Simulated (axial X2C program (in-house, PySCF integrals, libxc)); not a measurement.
Low determinants of InO at the PBE0 level, with spin–orbit coupling

Computed with an in-house all-electron X2C program for linear molecules (integrals from PySCF). Two-component (2c) means X2C with spin–orbit coupling and atomic mean-field two-electron Coulomb and Gaunt terms. Basis: In dyall-cv3z [11s12p9d4f1g], O dyall-av3z [7s6p3d2f] (cores contracted in-house); Gaussian nuclei, density fitting, unrestricted open shells. Masses: In 114.904 u, O 15.995 u.

Search at 1.930 Å (vertical energies from the lowest determinant):

| ΔE (eV) | state | electrons beyond evenly filled partner blocks | electrons in ±ω = 1/2, 3/2, 5/2, 7/2 |
| --- | --- | --- | --- |
| 0.00 | Ω = 1/2 | ω = 1/2 | 37 16 4 0 |
| 0.32 | Ω = 3/2 | ω = 3/2 | 38 15 4 0 |
| 3.54 | Ω = 7/2 | ω = 1/2, 2 × ω = 3/2 | 37 16 4 0 |
| 3.57 | Ω = 3/2 | ω = 3/2 | 36 17 4 0 |
| 3.86 | Ω = 5/2 | 2 × ω = 1/2, ω = 3/2 | 36 17 4 0 |
| 3.93 | Ω = 5/2 | 2 × ω = 1/2, ω = 3/2 | 38 15 4 0 |
| 4.08 | Ω = 1/2 | 2 × ω = -1/2, ω = 3/2 | 38 15 4 0 |

Lowest determinant, Ω = 1/2 (⟨Sz⟩ = 0.50, ⟨Lz⟩ = 0.00 at PBE0): Re = 1.922 Å, ωe = 587.1 cm⁻¹.

The determinant in row 2 of the search, Ω = 3/2 (⟨Sz⟩ = 0.50, ⟨Lz⟩ = 1.00 at PBE0), was followed along the bond at PBE0; measured from the minimum of the lowest determinant it gives:

Te = 0.120 eV (967 cm⁻¹), Re = 2.083 Å, ωe = 501.3 cm⁻¹.

**Question.** Compare the bond of the determinant in row 2 with that of the lowest one.

**Answer.** At PBE0 its Re is 0.161 Å longer and its force constant, which goes as ωe², is 0.73 times that of the lowest determinant. T0 ≈ Te + Δωe/2 = 967 + (-43) = 924 cm⁻¹.

The search compares states at one distance, so a state with another bond length can lie lower; it is not exhaustive and yields mostly the lowest determinant of each block pattern, so other components and higher states of one pattern are missing. These are energies of single determinants, not of spin-adapted states; PBE0 term energies can be off by some tenths of an eV, and the functional has no current term. The lowest determinant need not be the ground state where others lie within half an eV.
